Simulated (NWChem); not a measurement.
System: C3H5BO2; SMILES C#CB(O)CO

```xyz
11

C      1.2643     2.0589    -0.0299
C      0.4049     1.2000    -0.0110
B     -0.6354     0.0659     0.0029
O     -1.9691     0.3284     0.0870
C     -0.1781    -1.4415    -0.1363
O      1.2010    -1.7022     0.1282
H      2.0106     2.8225    -0.0432
H     -2.1592     1.2779     0.1301
H     -0.7630    -2.0697     0.5489
H     -0.4559    -1.7894    -1.1516
H      1.7014    -0.9078    -0.1153
```
Atoms are numbered in this order, from 1.

All runs: NWChem. Pople sets run with spherical d functions. Coordinates come from a B3LYP/6-31G* (spherical d) optimisation. B3LYP is NWChem's, with the RPA form of VWN correlation. Atomic charges in e: unrestrained fits to the electrostatic potential beside Mulliken populations; buried atoms are poorly determined by the fit.

For level B3LYP/def2-SVP:

```
Quantity     Value
-----------  -----
Mulliken C1  -0.12
Mulliken C2   0.08
ESP B3        0.43
Mulliken B3  -0.15
ESP O4       -0.64
Mulliken O4  -0.08
Mulliken C5   0.20
```

Task: What are these values for level Hartree-Fock/6-31G*?

Result: 
| Quantity | Result |
|---|---|
| Mulliken C1 | -0.27 |
| Mulliken C2 | -0.24 |
| ESP B3 | 0.63 |
| Mulliken B3 | 0.65 |
| ESP O4 | -0.77 |
| Mulliken O4 | -0.72 |
| Mulliken C5 | -0.17 |
